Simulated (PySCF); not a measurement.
CH₃Cl₃OSi. Atoms are numbered in the order given.

```xyz
9

C     -2.3881    -1.1501     0.0000
O     -0.9740    -1.3197     0.0000
Si     0.1102    -0.0795     0.0000
Cl    -0.1374     1.1052    -1.6698
Cl     1.9740    -0.9205     0.0000
Cl    -0.1374     1.1052     1.6698
H     -2.8501    -2.1562     0.0000
H     -2.7288    -0.5993     0.9036
H     -2.7288    -0.5993    -0.9036
```
Charge 0, spin multiplicity 1.

Coordinates come from a PBE-D3(BJ)/def2-SVP optimisation. Other conformers were not sampled.

The numbers are results of CAM-B3LYP/def2-TZVP (PySCF), not measurements.

ESP charges are fitted to the potential on shells at 1.4 to 2.0 van der Waals radii. Atomic charges (e):

| atom | Löwdin | ESP fit | IAO | Mulliken |
|---|---|---|---|---|
| C1 | -0.35 | -0.26 | -0.18 | -0.20 |
| O2 | 0.06 | -0.13 | -0.64 | -0.33 |
| Si3 | -0.83 | 0.03 | 1.28 | 0.68 |
| Cl4 | 0.25 | -0.03 | -0.30 | -0.19 |
| Cl5 | 0.28 | -0.01 | -0.28 | -0.17 |
| Cl6 | 0.25 | -0.03 | -0.30 | -0.19 |
| H7 | 0.12 | 0.14 | 0.16 | 0.14 |
| H8 | 0.11 | 0.14 | 0.14 | 0.13 |
| H9 | 0.11 | 0.14 | 0.14 | 0.13 |

Computed Mayer and Wiberg (Löwdin basis) orders of the bonds:
| bond | Mayer | Wiberg |
|---|---|---|
| C1–O2 | 0.91 | 1.47 |
| O2–Si3 | 1.24 | 1.60 |
| Si3–Cl4 | 1.20 | 1.81 |
| Si3–Cl5 | 1.25 | 1.86 |
| Si3–Cl6 | 1.20 | 1.81 |
| C1–H7 | 0.97 | 0.94 |
| C1–H8 | 0.97 | 0.94 |
| C1–H9 | 0.97 | 0.94 |
